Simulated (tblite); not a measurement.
Compound: C₄H₁₃NSi.
Structure used (GFN2-xTB), in Å, numbered top down from 1:
```
atom  x, y, z in Å
C1     2.9928   -0.1529    0.5383
C2     2.1705    0.4635   -0.5912
N3     0.8465   -0.0968   -0.7048
Si4   -0.4679    0.4540    0.2533
C5    -1.9740   -0.5791   -0.2566
C6    -3.2411   -0.0974    0.4340
H7     3.9716    0.3161    0.5937
H8     3.1272   -1.2197    0.3714
H9     2.4798   -0.0126    1.4859
H10    2.0556    1.5339   -0.4140
H11    2.6991    0.3281   -1.5422
H12    0.8815   -1.0749   -0.9524
H13   -0.6372    1.8727   -0.0832
H14   -0.2951    0.3491    1.7169
H15   -2.1161   -0.5267   -1.3364
H16   -1.8198   -1.6316   -0.0138
H17   -4.1064   -0.6856    0.1303
H18   -3.1409   -0.1748    1.5144
H19   -3.4359    0.9438    0.1887
```

Calculated harmonic vibrations of the isolated species, GFN2-xTB (tblite), most abundant isotopes, no scaling. The method is semi-empirical: single wavenumbers can be off by several per cent or more. Modes of hydrogen on silicon can be 10 to 20 % off. One conformer, not necessarily the lowest.

Harmonic wavenumbers (cm⁻¹): 49.0, 53.1, 94.1, 121.8, 207.0, 226.7, 271.3, 311.7, 402.2, 493.3, 513.6, 594.3, 710.2, 740.4, 754.4, 800.5, 821.8, 853.3, 979.9, 980.6, 1022.4, 1068.8, 1086.6, 1100.5, 1172.3, 1246.2, 1249.8, 1294.8, 1328.1, 1379.2, 1400.7, 1422.2, 1485.9, 1490.6, 1492.5, 1501.0, 1516.8, 1518.1, 2125.9, 2218.6, 2912.2, 2970.9, 2984.9, 2988.2, 3006.0, 3027.9, 3028.9, 3037.0, 3040.3, 3047.6, 3437.2.

A = 8950, B = 1075, C = 1055 MHz; mass 103.082 u (most abundant isotopes); point group C1, symmetry number 1.

Question: Zero-point energy?

Answer: Half the sum of the wavenumbers: 35791 cm⁻¹ = 102.33 kcal/mol.

Question: Entropy at 273.15 K, 1 bar (ideal gas, RRHO, classical rotation)?

Answer: Translation 39.40, rotation 27.59, vibration 25.66: S = 92.7 cal/(mol K).

Question: And Cp and H(273.15 K) − H(0)?

Answer: Cp = 33.25 cal/(mol K), of which vibrations give 25.30 (their classical limit is 51 R = 101.3); H(273.15 K) − H(0) = 5.76 kcal/mol without the zero-point energy, 3.59 from vibrations.

Question: Which modes carry the vibrational entropy at 273.15 K?

Answer: 49.0 cm⁻¹: 4.68; 53.1 cm⁻¹: 4.53; 94.1 cm⁻¹: 3.40; 121.8 cm⁻¹: 2.90; 207.0 cm⁻¹: 1.91; 226.7 cm⁻¹: 1.75 cal/(mol K); the other 45 give 6.49 together.

Question: What must be added to the electronic energy to get the Gibbs energy at 273.15 K and 1 bar?

Answer: ZPE + [H(273.15 K) − H(0)] − T·S = 102.33 + 5.76 − 25.31 = 82.78 kcal/mol.

Hindered rotation and anharmonicity are outside this model. Other conformers, if any are populated, would add a mixing term that is left out. The structure is chiral; the term R ln 2 for an equal mix with its mirror image is left out.
